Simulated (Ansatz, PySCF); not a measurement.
Donor–acceptor adduct: BH3 (SMILES B) (first 4 atoms) with PH3 (SMILES P); geometry from B3LYP-D3(BJ)/def2-TZVP, rigid monomers moved along the line of their centres of mass till B1···P5 is 2.70 Å.
(charge 0, multiplicity 1):
```csv
atom,x (Å),y (Å),z (Å)
B,-0.0303,-0.0774,0.6721
H,1.0967,-0.4211,0.4177
H,-0.8416,-0.9688,0.6552
H,-0.3837,0.9320,0.1159
P,0.0883,0.6329,3.2760
H,-1.0918,1.0907,3.8891
H,0.4792,-0.3443,4.2088
H,0.9643,1.6723,3.6366
```

Interaction energies are E(AB) − E(A) − E(B) at the monomers' geometry in the complex; basis-set methods are counterpoise corrected. Rows marked so take none.

Correlated levels freeze the cores. Rows in 6-31G* carry no dispersion term and start afresh at each structure (6-31G* with six Cartesian d functions).

Programs: Ansatz (Gaussian orbitals); PySCF for 6-31G* rows. 

Question: What interaction energy does BP86/6-31G* (no counterpoise) give?

Answer: -78 kJ/mol

Ansatz is an electronic-structure program.
